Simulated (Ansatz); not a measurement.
Diatomic AlH-, multiplicity 2 (lowest of 2S+1 = 2, 4 at CCSD(T)/def2-TZVPP on PBE0 minima; our sources give no spin for the ground state, which may be another).

The constants come from a fifth-degree fit in 1/R (seven points, main isotopes). In def2 and cc sets the state is the lowest found near the PBE0 minimum, followed along R.

The values were computed with Ansatz (an electronic-structure program). Values without a source in brackets are computed.

Energies at B3LYP/def2-TZVPP:

```
R (Å)       E (hartree)
--------  -------------
1.591446  -243.00189104
1.634226  -243.00324889
1.673585  -243.00390228
1.718077  -243.00406798
1.762569  -243.00373034
1.813906  -243.00283494
1.873799  -243.00125377
```

Q: With a reduced mass of 0.9715 u, find the minimum, the force constant and the constants.

A: A fifth-degree polynomial in 1/R puts the minimum at r_e = 1.7092 Å with force constant 115 N/m. Then ω_e = (1/2πc)√(k/μ) = 1418 cm⁻¹ and B_e = h/(8π²cμr_e²) = 5.940 cm⁻¹; the cubic and quartic terms give α_e = 0.23 and ω_e x_e = 35 cm⁻¹.
